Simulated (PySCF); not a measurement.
Identify the unknown among the candidates.

All candidates are C4H11ClSi.

| technique | computed result |
| --- | --- |
| UV, first state | lowest singlet excitation: 6.73 eV (184 nm, f = 0.027) [TDDFT CAM-B3LYP/def2-SVPD] |
| Dipole | 2.75 D [CAM-B3LYP/def2-SVPD] |
| Valence photoelectron | vertical ionisation energy: 10.10 eV [ΔSCF CAM-B3LYP/def2-SVPD] |
| 13C NMR | chemical shifts (computed TMS as zero) by class: 30.4 (1 C), 24.2 (1 C), 18.1 (1 C), 15.0 (1 C) ppm [GIAO KT2/pcSseg-1] |
| 1H NMR | chemical shifts (computed TMS as zero) by class: 4.17 (2 H), 2.83 (2 H), 1.64 (2 H), 0.99 (3 H), 0.74 (2 H) ppm [GIAO KT2/pcSseg-1] |
| NMR, other nuclei | isotropic shieldings of nuclei other than C and H, by class: 393 (1 Si), 899 (1 Cl) ppm [GIAO KT2/pcSseg-1] |
| Polarisability | 91.3 au [CAM-B3LYP/def2-SVPD] |
| Rotational structure | rotational constants A, B, C: 7.761, 0.742, 0.704 GHz [PBE0-D3(BJ)/def2-SVP] |

The electronic properties come from PySCF, for the isolated species, density fitting. Levels stand in brackets. Geometry: PBE0-D3(BJ)/def2-SVP, one conformer, isolated molecule. NMR classes are plain means over equivalent atoms (diastereotopic ones count apart unless rotation or inversion swaps them), as if these changed places fast.

Question: Which candidate is it?
A. `C[SiH2]C(C)(C)Cl`
B. `CC(C)(C)[SiH2]Cl`
C. `CCC[SiH2]CCl`
D. `C[SiH2][C@@H](C)CCl`

Answer: C. It is `CCC[SiH2]CCl`. Numbering: `[CH3:1][CH2:2][CH2:3][SiH2:4][CH2:5][Cl:6]`. Its formula, C4H11ClSi, gives 0 degrees of unsaturation, so no ring and no π bond. 4 carbons fall into 4 classes; from least to most shielded: sp3 C–Cl carbon [C5] (30.4 ppm), chain CH2 carbon [C2] (24.2 ppm), methyl carbon [C1] (18.1 ppm), sp3 carbon bound to silicon [C3] (15.0 ppm). Hydrogen classes from least to most shielded: 2 H on an SiH2 silicon, Si4 (4.17 ppm), 2 H on an sp3 C–Cl carbon, C5 (2.83 ppm), 2 H on a chain CH2 carbon, C2 (1.64 ppm), 3 H on a methyl carbon, C1 (0.99 ppm), 2 H on an sp3 carbon bound to silicon, C3 (0.74 ppm). The other shieldings belong to: 393 ppm, SiH2 silicon [Si4]; 899 ppm, alkyl chlorine [Cl6]. The first electron is taken from the HOMO, whose largest Löwdin shares are 0.51 on the alkyl chlorine, 0.16 on the sp3 C–Cl carbon, 0.11 on the SiH2 silicon and 0.09 on the sp3 carbon bound to silicon. The optimised geometry has point group C1 and is an asymmetric top.

The others, at the same levels:
- `C[SiH2]C(C)(C)Cl` fails: it has 3 carbon classes against 4; its computed 13C shifts are 62.5 (1 C), 32.9 (2 C), -8.9 (1 C) ppm, 1H shifts are 4.20 (2 H), 1.62 (6 H), 0.42 (3 H) ppm and vertical ionisation energy is 9.92 eV (against 10.10 eV).
- `CC(C)(C)[SiH2]Cl` fails: it has 2 carbon classes against 4; its computed 13C shifts are 26.4 (3 C), 24.2 (1 C) ppm, 1H shifts are 4.93 (2 H), 1.06 (9 H) ppm and lowest singlet excitation is 7.19 eV (172 nm, f = 0.010) (against 6.73 eV).
- `C[SiH2][C@@H](C)CCl` fails: its computed 13C shifts are 57.0 (1 C), 26.5 (1 C), 16.6 (1 C), -8.6 (1 C) ppm, 1H shifts are 4.15 (1 H), 3.94 (1 H), 3.89 (1 H), 3.69 (1 H), 1.27 (1 H), 1.23 (3 H), 0.29 (3 H) ppm and lowest singlet excitation is 7.31 eV (170 nm, f = 0.002) (against 6.73 eV).

Each candidate is one conformer, not necessarily the lowest. The conformers computed, where there is a choice (atom-mapped SMILES and torsion angles):
- `[CH3:1][CH2:2][CH2:3][SiH2:4][CH2:5][Cl:6]`: C1–C2–C3–Si4 -62°, C2–C3–Si4–C5 -167°, C3–Si4–C5–Cl6 -179°
- `[CH3:1][SiH2:2][C:3]([CH3:4])([CH3:5])[Cl:6]`: C1–Si2–C3–C4 56°
- `[CH3:1][C:2]([CH3:3])([CH3:4])[SiH2:5][Cl:6]`: C1–C2–Si5–Cl6 62°
- `[CH3:1][SiH2:2][C@@H:3]([CH3:4])[CH2:5][Cl:6]`: C1–Si2–C3–C4 -167°, Si2–C3–C5–Cl6 -57°
